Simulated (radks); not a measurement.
Results of a calculation; reference values are marked as such.
Problem. Rh2+, 43 electrons, occupied as [Kr] 4d7 (the NIST ground configuration). Code: a radial shooting solver on a logarithmic mesh with Libxc functionals. Model: Dirac Kohn-Sham, LDA (Slater exchange, Perdew-Wang correlation), spin-unpolarised, spherical densities, finite nucleus; open shells are shared between the two j in proportion to 2j + 1; Fermi nuclear charge, rms radius 4.4945 fm. Some entries of the table are withheld. Estimate them.

orbital,occ.,eigenvalue (hartree),<r^2> (bohr^2),r(max) (bohr)
1s1/2,2,-845.8525,0.001441,0.02120
2s1/2,2,-123.2996,0.02373,0.1200
2p1/2,2,-114.2940,(1),0.09295
2p3/2,4,-108.9879,(2),0.09703
3s1/2,2,-22.65549,0.1753,(3)
3p1/2,2,-19.12662,0.1712,0.3384
3p3/2,4,-18.21334,0.1808,0.3482
3d3/2,4,(4),0.1625,0.2893
3d5/2,6,(5),0.1655,0.2921
4s1/2,2,-3.80304,1.082,(6)
4p1/2,2,-2.72333,1.272,0.9246
4p3/2,4,-2.57629,1.347,0.9497
4d3/2,2.8,-0.96489,2.471,1.124
4d5/2,4.2,-0.94836,2.528,1.135

Solution. 
(1) 2p1/2 <r^2> (bohr^2): 0.01779
(2) 2p3/2 <r^2> (bohr^2): 0.01913
(3) 3s1/2 r(max) (bohr): 0.3521
(4) 3d3/2 eigenvalue (hartree): -11.93953
(5) 3d5/2 eigenvalue (hartree): -11.75921
(6) 4s1/2 r(max) (bohr): 0.8797
